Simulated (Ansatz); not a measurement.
(NMe2)3Si-S-SiH3 (C₆H₂₁N₃SSi₂). Total charge 0; singlet. Geometry r2SCAN-D4/def2-SVP.

```xyz
33

Si    0.209    0.249    0.303
N    -1.127    1.298   -0.035
C    -2.256    1.563    0.829
C    -1.280    1.830   -1.375
N     1.671    0.809   -0.426
C     2.418    1.918    0.130
C     2.200    0.317   -1.678
N    -0.098   -1.367   -0.253
C     0.933   -2.386   -0.248
C    -1.354   -1.798   -0.828
S     0.513    0.260    2.465
Si   -0.691   -1.463    2.903
H    -3.178    1.037    0.503
H    -2.029    1.257    1.860
H    -2.487    2.646    0.846
H    -0.359    1.676   -1.958
H    -2.118    1.357   -1.929
H    -1.479    2.920   -1.347
H     2.427    2.791   -0.554
H     3.472    1.639    0.327
H     1.978    2.247    1.084
H     3.219   -0.107   -1.560
H     1.550   -0.469   -2.089
H     2.270    1.125   -2.435
H     1.832   -2.020    0.273
H     1.230   -2.681   -1.275
H     0.591   -3.303    0.271
H    -1.771   -2.669   -0.285
H    -1.240   -2.095   -1.891
H    -2.094   -0.985   -0.780
H    -0.046   -2.746    2.499
H    -2.042   -1.378    2.269
H    -0.862   -1.471    4.386
```

Single mean-field runs in def2-TZVP are fitted with def2-universal-jkfit.

Question: Estimate the orbital energies around the gap (eV) in Ansatz with PBE-D4/def2-SVP, r2SCAN-D4/def2-TZVP, PBE0-D4/def2-SVP, BHLYP-D4/def2-TZVP, CAM-B3LYP-D4/def2-TZVP.

Answer: 
```
orbital  PBE-D4/def2-SVP  r2SCAN-D4/def2-TZVP  PBE0-D4/def2-SVP  BHLYP-D4/def2-TZVP  CAM-B3LYP-D4/def2-TZVP
 HOMO−5            -7.92                -8.29             -9.23              -10.38                  -10.55
 HOMO−4            -7.29                -7.69             -8.59               -9.78                   -9.95
 HOMO−3            -5.90                -6.32             -7.16               -8.34                   -8.56
 HOMO−2            -5.17                -5.54             -6.52               -7.84                   -7.97
 HOMO−1            -5.01                -5.37             -6.32               -7.61                   -7.74
   HOMO            -4.78                -5.15             -6.11               -7.41                   -7.54
   LUMO            -0.14                -0.12              0.75                1.25                    1.35
 LUMO+1             0.44                 0.46              1.30                1.40                    1.55
 LUMO+2             0.51                 0.51              1.41                1.80                    1.92
 LUMO+3             0.76                 0.70              1.62                2.04                    2.17
 LUMO+4             0.96                 0.93              1.85                2.24                    2.38
 LUMO+5             1.30                 1.36              2.21                2.31                    2.44
```
